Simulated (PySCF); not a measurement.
Compound: C6H9O (doublet state).
Z-matrix (Å and degrees, GFN2-xTB geometry), rows numbered from 1:
```
C 
C   1  1.2943
C   2  1.5087  1  128.08
O   3  1.2021  2  120.32  1  -176.05
C   3  1.5166  2  115.77  1     5.84
C   5  1.5251  3  110.49  2  -158.34
C   5  1.5328  3  107.73  2    80.18
H   1  1.0668  2  138.55  3     0.63
H   2  1.0846  1  121.02  3  -179.54
H   5  1.0940  3  108.42  2   -37.70
H   6  1.0871  5  110.25  3  -177.76
H   6  1.0875  5  110.42  3    61.97
H   6  1.0870  5  110.18  3   -57.61
H   7  1.0878  5  110.11  3    63.23
H   7  1.0876  5  109.81  3  -177.36
H   7  1.0879  5  110.95  3   -57.12
```

The hyperfine couplings belong to this conformer and change with its torsions.

The species is `[H]/[C]=C\C(=O)C(C)C` [radical].

Level of theory: UKS B3LYP, pcH-1 on C H O, non-relativistic, mean-field spin-orbit, GIAO in PySCF 2.14.0. One conformer (not necessarily the lowest) at the GFN2-xTB geometry, without solvent, vibrations or thermal averaging. A GFN2-xTB geometry isn't a minimum of the functional, and hyperfine couplings can be far from their values at a DFT geometry. Stability of the SCF solution: not tested.

Problem. The isotropic 13C couplings are +318.8, +74.4, -26.6 MHz. Assign them to C1; C2; C3.

Solution. 
```json
{"site": "C1", "a_iso (MHz)": "+318.8", "ρ(0) (bohr⁻³)": "+0.2836", "position": "largest spin population", "distance from C1 (Å)": "0.00", "spin population": "+1.01", "largest |T| (MHz)": "138.8"}
{"site": "C2", "a_iso (MHz)": "-26.6", "ρ(0) (bohr⁻³)": "-0.0237", "position": "1 bond from C1", "distance from C1 (Å)": "1.29", "spin population": "-0.16", "largest |T| (MHz)": "18.7"}
{"site": "C3", "a_iso (MHz)": "+74.4", "ρ(0) (bohr⁻³)": "+0.0662", "position": "2 bonds from C1", "distance from C1 (Å)": "2.52", "spin population": "+0.07", "largest |T| (MHz)": "15.0"}
```

ρ(0) is the spin density at the nucleus and T the dipolar tensor; entries for several nuclei are means. The Mulliken spin populations are largest on C1 (+1.01), C2 (-0.16) and C3 (+0.07). No atom but C1 exceeds +0.15. The positive populations add up to 1.16 and the negative ones to -0.16, together 2S = 1.

β density exceeds α density at some nuclei, such as C2 (-0.0237), spin density in bohr⁻³. In a single determinant that takes different orbitals for the two spins, that is spin polarisation.

Class means assume fast exchange of nuclei equivalent by connectivity; if that motion is slow, each nucleus keeps its own coupling.
